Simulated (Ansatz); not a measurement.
Question: Name a neutral molecule of O, S, Si and H with HOMO energy (B3LYP/def2-TZVPP) between -7.75 and -7.45 eV and HOMO–LUMO gap (ωB97M-V/def2-TZVPP) between 11.40 and 11.70 eV (Ansatz, PBE0-D4/def2-TZVP geometry).

Answer: `O[SiH2]S[SiH](O)O` (-7.50 eV, 11.65 eV). Other molecules can fit too; these were computed, each in one conformer that needn't be the lowest.

B3LYP here is the variant with VWN-RPA as its local correlation; programs differ in this.
